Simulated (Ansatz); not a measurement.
Ansatz (an electronic-structure program) input:

Ansatz 0.2 input:
```yaml
crystal:
  periodic: [false, false, false]
  atoms:
    - {symbol: C, position_ang: [2.26604531, 0.16200317, -0.33957486]}
    - {symbol: C, position_ang: [1.09368120, -0.11293392, -0.08407143]}
    - {symbol: C, position_ang: [-0.32646271, -0.37113179, 0.19292016]}
    - {symbol: O, position_ang: [-1.18143714, 0.75605687, -0.19423086]}
    - {symbol: H, position_ang: [-0.52635410, -0.54956686, 1.27289448]}
    - {symbol: H, position_ang: [-0.71722552, -1.25404300, -0.35959942]}
    - {symbol: H, position_ang: [-0.55592284, 1.40682941, -0.53818860]}
basis:
  gaussian:
    orbitals: def2-TZVP
hamiltonian:
  xc: b3lyp
  dispersion: d3bj
total_charge: -1
relax: {f_tol: 0.002, max_steps: 150}
```

Q: What final total energy does it print?

A: -191.34549 Eh (B3LYP-D3(BJ)/def2-TZVP). The basis has 142 functions. The run takes about 24 core-seconds (a rough figure).

It need not be the lowest isomer of its formula. Whether it binds its extra electron was not tested at this geometry.
